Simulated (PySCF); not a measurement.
C4H5F3O.
InChI=1S/C4H5F3O/c5-4(6,7)2-1-3-8/h3H,1-2H2

Computed with TDDFT PBE0/def2-SVPD, vertical, gas phase, core orbitals frozen in the response (PySCF). Geometry: GFN2-xTB, one conformer, isolated molecule. Torsions of this conformer, `[O:1]=[CH:2][CH2:3][CH2:4][C:5]([F:6])([F:7])[F:8]`: O1–C2–C3–C4 15°, C2–C3–C4–C5 88°, C3–C4–C5–F6 -176°.

Each state is given a Gaussian of 0.4 eV full width at half maximum, with ε(max) = 2.175×10⁸ f / Δν̃ (Δν̃ the width in cm⁻¹). The cross-section is σ = 3.8235×10⁻²¹ ε cm², given in Mb (10⁻¹⁸ cm²). The width is an assumption, not a result. The curve ends short of the highest state used, and states not computed would add to its high-energy end.

| E (eV) | σ (Mb) |
| --- | --- |
| 3.84 | 0.00 |
| 3.91 | 0.00 |
| 3.99 | 0.00 |
| 4.06 | 0.00 |
| 4.13 | 0.01 |
| 4.20 | 0.01 |
| 4.28 | 0.02 |
| 4.35 | 0.02 |
| 4.42 | 0.03 |
| 4.50 | 0.03 |
| 4.57 | 0.02 |
| 4.64 | 0.01 |
| 4.72 | 0.01 |
| 4.79 | 0.00 |
| 4.86 | 0.00 |
| 4.94 | 0.00 |
| 5.01 | 0.00 |
| 5.08 | 0.00 |
| 5.16 | 0.00 |
| 5.23 | 0.00 |
| 5.30 | 0.00 |
| 5.38 | 0.00 |
| 5.45 | 0.00 |
| 5.52 | 0.00 |
| 5.59 | 0.00 |
| 5.67 | 0.00 |
| 5.74 | 0.00 |
| 5.81 | 0.00 |
| 5.89 | 0.00 |
| 5.96 | 0.00 |
| 6.03 | 0.00 |
| 6.11 | 0.00 |
| 6.18 | 0.00 |
| 6.25 | 0.00 |
| 6.33 | 0.00 |
| 6.40 | 0.00 |
| 6.47 | 0.00 |
| 6.55 | 0.00 |
| 6.62 | 0.00 |
| 6.69 | 0.01 |
| 6.77 | 0.03 |
| 6.84 | 0.10 |
| 6.91 | 0.30 |
| 6.99 | 0.83 |
| 7.06 | 1.68 |
| 7.13 | 2.88 |
| 7.20 | 4.16 |
| 7.28 | 5.15 |
| 7.35 | 5.19 |
| 7.42 | 4.45 |
| 7.50 | 3.22 |
| 7.57 | 2.53 |
| 7.64 | 2.83 |
| 7.72 | 4.87 |
| 7.79 | 8.05 |
| 7.86 | 11.77 |

Question: Locate the maxima and give the states behind the curve.

Answer: 279 nm (4.44 eV), ε about 7.4, made up of S1 (100%); 169 nm (7.32 eV), ε about 1400, made up of S2 (100%) (ε in L mol⁻¹ cm⁻¹; maxima over ε = 5, shares over 10%). At its high-energy end, 7.86 eV, the curve is still rising (ε about 3100, from S3). The states used: S1 4.44 eV (f 0.0001); S2 7.32 eV (f 0.020); S3 7.98 eV (f 0.058); S4 8.33 eV (f 0.012); S5 8.37 eV (f 0.037); S6 8.46 eV (f 0.013).

Question: Does any computed singlet lie in the visible range?

Answer: No computed singlet lies in the visible range (380 to 750 nm); the lowest, at 279 nm, stands 1.18 eV above its violet end (3.26 eV).

Question: On this curve, what absorbance would a 10⁻³ mol/L sample give at 280 nm over a 1 cm path?

Answer: 280 nm is 4.428 eV, where ε is about 7.4 L mol⁻¹ cm⁻¹, so A = ε c l ≈ 0.0074 (Beer–Lambert, with the gas-phase spectrum and the assumed width).

Question: Coming from long wavelengths, where does ε first pass 100 L mol⁻¹ cm⁻¹?

Answer: At about 179 nm (6.93 eV), 2.49 eV above S1.
